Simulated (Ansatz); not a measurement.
`[CH3][Ta]([NH2])(=[O])[Cl]` + H–F → `[CH3][Ta]([NH2])(=[O])[F]` + HCl at 298.15 K and 1 bar (ligand exchange at a Ta–Cl bond).

Calculated with Ansatz (gas phase, PBE0-D4/def2-TZVP geometries, no zero-point term in ΔE). CCSD(T)/CBS adds triple-zeta CCSD(T) − MP2 to the extrapolated MP2 energy (def2 sets, frozen cores). This one scheme is used for every species. Elements past krypton have def2 core potentials. For Ta outer-core shells are correlated without core-valence functions, which leaves a few kJ/mol of doubt a bond. Each species was taken in one conformer, which may not be the lowest.

| species | CCSD(T)/CBS energy (Eh) | H − E (kJ/mol) | S (J/(mol·K)) |
| --- | --- | --- | --- |
| `[CH3][Ta]([NH2])(=[O])[Cl]` | -687.78239 | 194.2 | 381.6 |
| H–F | -100.39570 | 33.5 | 173.6 |
| `[CH3][Ta]([NH2])(=[O])[F]` | -327.79750 | 195.5 | 369.9 |
| HCl | -460.38127 | 26.6 | 186.8 |

H − E and S are ideal-gas, rigid-rotor, harmonic terms from PBE0-D4/def2-TZVP, for one conformer and one mirror image of each species. 1 Eh = 2625.50 kJ/mol, R = 8.31446 J/(mol·K).

Q: By hand: ΔE, ΔH, ΔS and ΔG.

A: ΔE = (-327.79750) + (-460.38127) − (-687.78239) − (-100.39570) = -0.00068 Eh = -1.8 kJ/mol. Δ(H − E) = 195.5 + 26.6 − 194.2 − 33.5 = -5.6, so ΔH = -7.4 kJ/mol. ΔS = 369.9 + 186.8 − 381.6 − 173.6 = 1.5 J/(mol·K). ΔG = -7.4 − 298.15 × (1.5)/1000 = -7.8 kJ/mol.

Q: By hand: the equilibrium constant, and the temperature at which ΔG would vanish if ΔH and ΔS stayed fixed.

A: log₁₀ K = −ΔG/(RT ln 10) = 1.4. ΔH and −TΔS have one sign here, so there is no such temperature.

The number of gas molecules stays the same, so ΔS is small and ΔH decides. A doubt of 5 kJ/mol in ΔE shifts log₁₀ K by 0.9 here. Other conformers and mirror images would add mixing entropy, several J/(mol·K) or more a flexible species. These are equilibria of isolated gas molecules and say nothing of rates. Largest T1 diagnostic: 0.020 (customary marks: 0.02 for closed shells, 0.045 for open ones).

ΔS is within the doubt of such terms, so its sign, and with it that verdict, could turn.
